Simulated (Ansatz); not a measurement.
One change: `FB(Br)Br` becomes `[F][In]([Br])[Br]`.

Ansatz, PBE0-D4/def2-TZVP geometries, multiplicity 1. 

Elements past krypton have def2 core potentials. Scalar relativity is left out up to krypton.

| property | `FB(Br)Br` |
| --- | --- |
| size of the dipole moment (B3LYP/def2-TZVPP) / D | 0.33 |
| HOMO energy (PBE0/def2-TZVPP) / eV | -8.63 |
| size of the dipole moment (ωB97M-V/def2-TZVPP) / D | 0.27 |
| HOMO energy (B3LYP/def2-TZVPP) / eV | -8.35 |
| LUMO energy (PBE0/def2-TZVPP) / eV | -1.35 |
| HOMO energy (ωB97M-V/def2-TZVPP) / eV | -10.83 |

**Question.** What does the change do to each property? (An estimate is asked.)

**Answer.** The calculation gave: 
```
                                          property  `[F][In]([Br])[Br]`  shift
  size of the dipole moment (B3LYP/def2-TZVPP) / D                 1.38   1.05
                HOMO energy (PBE0/def2-TZVPP) / eV                -8.99  -0.36
size of the dipole moment (ωB97M-V/def2-TZVPP) / D                 1.30   1.03
               HOMO energy (B3LYP/def2-TZVPP) / eV                -8.71  -0.36
                LUMO energy (PBE0/def2-TZVPP) / eV                -3.05  -1.70
             HOMO energy (ωB97M-V/def2-TZVPP) / eV               -11.19  -0.36
```

With PBE0 the HOMO falls by 0.36 eV and the LUMO falls by 1.70 eV, so the gap narrows by about 1.34 eV. PBE moves the HOMO by -0.37 eV and ωB97M-V by -0.36 eV. Dipoles are sizes alone; their direction can turn.

B3LYP here is the variant with VWN-RPA as its local correlation; programs differ in this.

Spin–orbit coupling is left out; it splits and shifts lone-pair levels of the heavy atoms by tenths of an eV.
